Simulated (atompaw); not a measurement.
## chlorine (Cl) PAW (atompaw): all-electron and pseudo phase curves

```
Element                 : chlorine
Generator               : atompaw 4.2.0.5
Type                    : PAW
Functional              : LDA (PW92)
Relativity              : scalar-relativistic
Frozen core             : [Ne]
Valence charge          : 7
Reference configuration : 3s2 3p5
Partial waves           : 3s (bound): rc 1.35 bohr; 3s channel at -0.75 Ry: rc 1.60 bohr; 3p (bound): rc 1.60 bohr; 3p channel at -0.15 Ry: rc 1.60 bohr
Local potential         : bessel scheme, radius 1.25 bohr
Core correction         : smooth core density matched at 1.00 bohr
Augmentation charge     : besselshape compensation charge, radius 1.35 bohr; PAW radius 1.60 bohr; waves and projectors: custom polynom2 7 10 vanderbiltortho
```

The phase is arctan(r·u′/u) with u = r·R(r), unwrapped; energies in Ry, scanned from -4 to 5 Ry. A pole is an energy at which the radial function vanishes at the test radius. The pseudo phase is shifted by a multiple of π to meet the all-electron one at the reference energy, and phase errors are pseudo minus all-electron; the curves can meet again beyond the range given. Levels narrower than the energy grid can be missing from the lists of poles.

Task: For each channel, where are the poles, and over which energies does the pseudopotential scatter like the atom?

Result:

```json
{"channel": "s", "radius (bohr)": "1.60", "reference energy (Ry)": "-1.52", "poles, all-electron": "2.07", "poles, pseudo": "2.04", "unbroken range about the reference energy with phases within 0.05 rad": "the whole range", "phase error 1 Ry above the reference energy (rad)": "+0.000"}
{"channel": "p", "radius (bohr)": "1.60", "reference energy (Ry)": "-0.64", "poles, all-electron": "3.34", "poles, pseudo": "3.33", "unbroken range about the reference energy with phases within 0.05 rad": "the whole range", "phase error 1 Ry above the reference energy (rad)": "+0.000"}
```

Phases in the s channel:

| E (Ry) | all-electron | pseudo |
| --- | --- | --- |
| -4.00 | 1.010 | 1.009 |
| -3.52 | 0.896 | 0.895 |
| -3.04 | 0.713 | 0.712 |
| -2.56 | 0.400 | 0.399 |
| -2.08 | -0.095 | -0.095 |
| -1.60 | -0.622 | -0.622 |
| -1.12 | -0.979 | -0.979 |
| -0.64 | -1.189 | -1.189 |
| -0.16 | -1.317 | -1.317 |
| 0.32 | -1.403 | -1.403 |
| 0.80 | -1.465 | -1.465 |
| 1.28 | -1.512 | -1.513 |
| 1.76 | -1.550 | -1.551 |
| 2.24 | -1.582 | -1.584 |
| 2.72 | -1.609 | -1.613 |
| 3.20 | -1.634 | -1.640 |
| 3.68 | -1.658 | -1.667 |
| 4.16 | -1.681 | -1.696 |
| 4.64 | -1.704 | -1.729 |
